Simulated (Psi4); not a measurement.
Br₂Hg (SMILES [Br][Hg][Br]), singlet, at a GFN2-xTB geometry (such geometries of metal compounds can be far from the true shape) (core potentials on Hg); R2SCAN/def2-SVP run with Psi4.

The Psi4 input:
```
memory 2 GB

molecule mol {
0 1
  Hg    0.000000    0.000000    0.000000
  Br    0.000000    0.000000    2.423225
  Br   -0.000000   -0.000000   -2.423225
}

set basis def2-svp
set reference rks

energy('r2scan')
print_variables()
```

Question: Predict the main parts of the log of this Psi4 run.

Answer: 
```
   => Loading Basis Set <=

    Name: DEF2-SVP
    Role: ORBITAL
    Keyword: BASIS

    !!!  WARNING: ECP capability is in beta. Please check occupations closely.  !!!

         ---------------------------------------------------------
                                   SCF
               by Justin Turney, Rob Parrish, Andy Simmonett
                          and Daniel G. A. Smith
                              RKS Reference
         ---------------------------------------------------------

  ==> Geometry <==

    Molecular point group: d2h
    Full point group: D_inf_h

    Geometry (in Angstrom), charge = 0, multiplicity = 1:

       Center              X                  Y                   Z               Mass
    ------------   -----------------  -----------------  -----------------  -----------------
         HG           0.000000000000     0.000000000000     0.000000000000   201.970643400000
         BR           0.000000000000     0.000000000000     2.423225000000    78.918337600000
         BR           0.000000000000     0.000000000000    -2.423225000000    78.918337600000

  Running in d2h symmetry.

  Rotational constants: A = ************  B =      0.01819  C =      0.01819 [cm^-1]
  Rotational constants: A = ************  B =    545.28279  C =    545.28279 [MHz]
  Nuclear repulsion =  439.484214826677260

  Charge       = 0
  Multiplicity = 1
  Electrons    = 90
  Nalpha       = 45
  Nbeta        = 45

  ==> Algorithm <==

  SCF Algorithm Type is DF.
  DIIS enabled.
  MOM disabled.
  Fractional occupation disabled.
  Guess Type is SAD.
  Energy threshold   = 1.00e-06
  Density threshold  = 1.00e-06
  Integral threshold = 1.00e-12

  ==> Primary Basis <==

  Basis Set: DEF2-SVP
    Blend: DEF2-SVP
    Number of shells: 36
    Number of basis functions: 96
    Number of Cartesian functions: 107
    Spherical Harmonics?: true
    Max angular momentum: 3

  Core potential: DEF2-SVP
    Number of shells: 4
    Number of ECP primitives: 10
    Number of ECP core electrons: 60
    Max angular momentum: 3

  ==> DFT Potential <==

   => LibXC <=

    Version 7.1.2
    S. Lehtola, C. Steigemann, M. J. T. Oliveira, and M. A. L. Marques,  SoftwareX 7, 1–5 (2018) (10.1016/j.softx.2017.11.002)

   => Composite Functional: R2SCAN <=

    r2SCAN Meta-GGA XC Functional  (0.1021/acs.jpclett.0c02405)
    J. W. Furness, A. D. Kaplan, J. Ning, J. P. Perdew, J. Sun  J. Phys. Chem. Lett.  11, 8208–8215, 2020

    Deriv               =              1
    GGA                 =           TRUE
    Meta                =           TRUE

    Exchange Hybrid     =          FALSE
    MP2 Hybrid          =          FALSE

   => Exchange Functionals <=

    1.0000   XC_MGGA_X_R2SCAN

   => Correlation Functionals <=

    1.0000   XC_MGGA_C_R2SCAN

   => LibXC Density Thresholds  <==

    XC_MGGA_C_R2SCAN:  1.00E-15
    XC_MGGA_X_R2SCAN:  1.00E-11

   => Molecular Quadrature <=

    Radial Scheme          =       TREUTLER
    Pruning Scheme         =           NONE
    Nuclear Scheme         =       TREUTLER

    Blocking Scheme        =         OCTREE
    BS radius alpha        =              1
    Pruning alpha          =              1
    Radial Points          =             75
    Spherical Points       =            302
    Total Points           =          62660
    Total Blocks           =            586
    Max Points             =            253
    Max Functions          =             81
    Weights Tolerance      =       1.00E-15

   => Loading Basis Set <=

    Name: (DEF2-SVP AUX)
    Role: JKFIT
    Keyword: DF_BASIS_SCF

  ==> Integral Setup <==

  SCF_SUBTYPE=INCORE selected. In-core MEM_DF algorithm will be used.
  Using in-core AOs.

  ==> MemDFJK: Density-Fitted J/K Matrices <==

    J tasked:                   Yes
    K tasked:                    No
    wK tasked:                   No
    Algorithm:                 Core
    Schwarz Cutoff:           1E-12
    Mask sparsity (%):      13.3898
    Fitting Condition:        1E-10

   => Auxiliary Basis Set <=

  Basis Set: (DEF2-SVP AUX)
    Blend: DEF2-UNIVERSAL-JKFIT
    Number of shells: 171
    Number of basis functions: 779
    Number of Cartesian functions: 1107
    Spherical Harmonics?: true
    Max angular momentum: 6

  Minimum eigenvalue in the overlap matrix is 8.9956048614E-03.
  Reciprocal condition number of the overlap matrix is 2.4503416227E-03.
    Using symmetric orthogonalization.

  ==> Pre-Iterations <==

  SCF Guess: Superposition of Atomic Densities via on-the-fly atomic UHF (no occupation information).

   -------------------------
    Irrep   Nso     Nmo
   -------------------------
     Ag        25      25
     B1g        5       5
     B2g        9       9
     B3g        9       9
     Au         4       4
     B1u       20      20
     B2u       12      12
     B3u       12      12
   -------------------------
    Total      96      96
   -------------------------

  ==> Iterations <==

                           Total Energy        Delta E     RMS |[F,P]|

   @DF-RKS iter SAD: -5297.67382067506787   -5.29767e+03   0.00000e+00
   @DF-RKS iter   1: -5300.56666297511947   -2.89284e+00   5.23636e-02 ADIIS/DIIS
   @DF-RKS iter   2: -5299.99931815311265    5.67345e-01   6.04303e-02 ADIIS/DIIS
   @DF-RKS iter   3: -5301.26103073080958   -1.26171e+00   8.76659e-03 ADIIS/DIIS
   @DF-RKS iter   4: -5301.29802749675218   -3.69968e-02   3.13140e-03 ADIIS/DIIS
   @DF-RKS iter   5: -5301.30587966615894   -7.85217e-03   4.73418e-04 ADIIS/DIIS
   @DF-RKS iter   6: -5301.30609494187047   -2.15276e-04   2.87266e-05 DIIS
   @DF-RKS iter   7: -5301.30609545573043   -5.13860e-07   1.43313e-05 DIIS
   @DF-RKS iter   8: -5301.30609563505641   -1.79326e-07   1.41154e-06 DIIS
   @DF-RKS iter   9: -5301.30609563731923   -2.26282e-09   8.38129e-08 DIIS
  Energy and wave function converged.

  ==> Post-Iterations <==

   Electrons on quadrature grid:
      Ntotal   =   90.0000166976 ; deviation = 1.670e-05

    Orbital Energies [Eh]
    ---------------------

    Doubly Occupied:

       1B1u -482.165047     1Ag  -482.165014     2B1u  -62.279264
       2Ag   -62.279239     3B1u  -56.075342     3Ag   -56.075328
       1B2u  -56.072489     1B3u  -56.072489     1B3g  -56.072483
       1B2g  -56.072483     4B1u   -8.635212     4Ag    -8.635197
       5B1u   -6.443292     5Ag    -6.443291     2B2u   -6.431935
       2B3u   -6.431935     2B3g   -6.431935     2B2g   -6.431935
       6Ag    -4.481746     6B1u   -2.633549     3B3u   -2.622869
       3B2u   -2.622869     7Ag    -2.540236     7B1u   -2.540160
       3B3g   -2.537297     3B2g   -2.537297     4B2u   -2.537293
       4B3u   -2.537293     1B1g   -2.528996     1Au    -2.528996
       8Ag    -2.528935     8B1u   -2.528935     9Ag    -0.747064
       9B1u   -0.729578    10Ag    -0.503727     4B2g   -0.488226
       4B3g   -0.488226    11Ag    -0.471613     2B1g   -0.471610
      12Ag    -0.373321    10B1u   -0.328595     5B3u   -0.287922
       5B2u   -0.287922     5B2g   -0.270426     5B3g   -0.270426

    Virtual:

      13Ag    -0.125808     6B3u   -0.029755     6B2u   -0.029755
      11B1u    0.103691    14Ag     0.104626     6B2g    0.337981
       6B3g    0.337981    12B1u    0.352618    15Ag     0.378494
       3B1g    0.393676    16Ag     0.393678    17Ag     0.455946
      13B1u    0.470154     7B3u    0.483509     7B2u    0.483509
       2Au     0.504157    14B1u    0.504164     4B1g    0.544707
      18Ag     0.544713     7B2g    0.590860     7B3g    0.590860
       8B3u    0.667969     8B2u    0.667969    15B1u    0.745646
       9B3u    0.752453     9B2u    0.752453    19Ag     0.815255
       8B2g    0.832127     8B3g    0.832127    20Ag     1.048051
      16B1u    1.232845     3Au     1.492542    17B1u    1.492550
      10B2u    1.498665    10B3u    1.498665    11B3u    1.524681
      11B2u    1.524681    18B1u    1.665968    21Ag     2.209827
      19B1u    3.427335     4Au     3.427543    22Ag     3.433691
       5B1g    3.433900    12B3u    3.457124    12B2u    3.457124
       9B2g    3.528951     9B3g    3.528951    20B1u    3.670870
      23Ag     3.830184    24Ag    33.560660    25Ag   121.511675

    Final Occupation by Irrep:
             Ag   B1g   B2g   B3g    Au   B1u   B2u   B3u
    DOCC [    12,    2,    5,    5,    1,   10,    5,    5 ]
    NA   [    12,    2,    5,    5,    1,   10,    5,    5 ]
    NB   [    12,    2,    5,    5,    1,   10,    5,    5 ]

  @DF-RKS Final Energy: -5301.30609563731923

   => Energetics <=

    Nuclear Repulsion Energy =            439.4842148266772597
    One-Electron Energy =               -8310.9203060445943265
    Two-Electron Energy =                2766.8474479523888476
    DFT Exchange-Correlation Energy =    -196.7174523717916941
    Empirical Dispersion Energy =           0.0000000000000000
    VV10 Nonlocal Energy =                  0.0000000000000000
    Total Energy =                      -5301.3060956373192312

Computation Completed

Properties will be evaluated at   0.000000,   0.000000,   0.000000 [a0]

Properties computed using the SCF density matrix

 Multipole Moments:

 ------------------------------------------------------------------------------------
     Multipole            Electronic (a.u.)      Nuclear  (a.u.)        Total (a.u.)
 ------------------------------------------------------------------------------------

 L = 1.  Multiply by 2.5417464519 to convert [e a0] to [Debye]
 Dipole X            :          0.0000000            0.0000000            0.0000000
 Dipole Y            :          0.0000000            0.0000000            0.0000000
 Dipole Z            :          0.0000000            0.0000000            0.0000000
 Magnitude           :                                                    0.0000000

 ------------------------------------------------------------------------------------

  Variable Map:
  ----------------------------------------------------------------------------
  "CURRENT ENERGY"              =>   -5301.306095637319
  "CURRENT REFERENCE ENERGY"    =>   -5301.306095637319
  "DD SOLVATION ENERGY"         =>       0.000000000000
  "DFT FUNCTIONAL TOTAL ENERGY" =>   -5301.306095637319
  "DFT TOTAL ENERGY"            =>   -5301.306095637319
  "DFT VV10 ENERGY"             =>       0.000000000000
  "DFT XC ENERGY"               =>    -196.717452371792
  "GRID ELECTRONS ALPHA"        =>      45.000008348805
  "GRID ELECTRONS BETA"         =>      45.000008348805
  "GRID ELECTRONS TOTAL"        =>      90.000016697609
  "NUCLEAR REPULSION ENERGY"    =>     439.484214826677
  "ONE-ELECTRON ENERGY"         =>   -8310.920306044594
  "PCM POLARIZATION ENERGY"     =>       0.000000000000
  "PE ENERGY"                   =>       0.000000000000
  "SCF ITERATION ENERGY"        =>   -5301.306095637319
  "SCF ITERATIONS"              =>       9.000000000000
  "SCF TOTAL ENERGY"            =>   -5301.306095637319
  "TWO-ELECTRON ENERGY"         =>    2766.847447952389
  "XC GRID RADIAL POINTS"       =>      75.000000000000
  "XC GRID SPHERICAL POINTS"    =>     302.000000000000
  "XC GRID TOTAL POINTS"        =>   62660.000000000000

  Array Variable Map:
  ----------------------------------------------------------------------------
  "CURRENT DIPOLE"              =>       0.000000000000 ... 0.000000000000 1 by 3
  "SCF DIPOLE"                  =>       0.000000000000 ... 0.000000000000 1 by 3
  "SCF TOTAL ENERGIES"          =>   -5297.673820675068 ... -5301.306095637319 1 by 10
```
